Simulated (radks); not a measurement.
Q: All-electron atom: K in [Ar] 3d1 (not the ground configuration). Calculated with a radial shooting solver on a logarithmic mesh with Libxc functionals: scalar-relativistic Kohn-Sham, PBEsol, spin-polarised, spherical densities, finite nucleus; open shells are filled with parallel spins first; Fermi nuclear charge, rms radius 3.4349 fm. Some entries of the table are withheld. Estimate them.

| orbital | occ. | eigenvalue (Ry) | <r^2> (bohr^2) | <1/r> (bohr^-1) |
|---|---|---|---|---|
| 1s down | 1 | -258.6282 | 0.008853 | 18.70 |
| 1s up | 1 | -258.6280 | 0.008853 | 18.70 |
| 2s up | 1 | -26.04632 | 0.1786 | 3.794 |
| 2s down | 1 | -26.04568 | 0.1786 | 3.795 |
| 2p up | 3 | (1) | 0.1526 | 3.699 |
| 2p down | 3 | (2) | 0.1526 | 3.699 |
| 3s up | 1 | (3) | (4) | 1.098 |
| 3s down | 1 | (5) | (6) | 1.098 |
| 3p up | 3 | -1.49377 | 2.447 | 0.9549 |
| 3p down | 3 | -1.48718 | 2.436 | 0.9566 |
| 3d up | 1 | -0.05084 | 81.01 | 0.1892 |

A: 
(1) 2p up eigenvalue (Ry): -20.68441
(2) 2p down eigenvalue (Ry): -20.68401
(3) 3s up eigenvalue (Ry): -2.70330
(4) 3s up <r^2> (bohr^2): 1.871
(5) 3s down eigenvalue (Ry): -2.69820
(6) 3s down <r^2> (bohr^2): 1.867
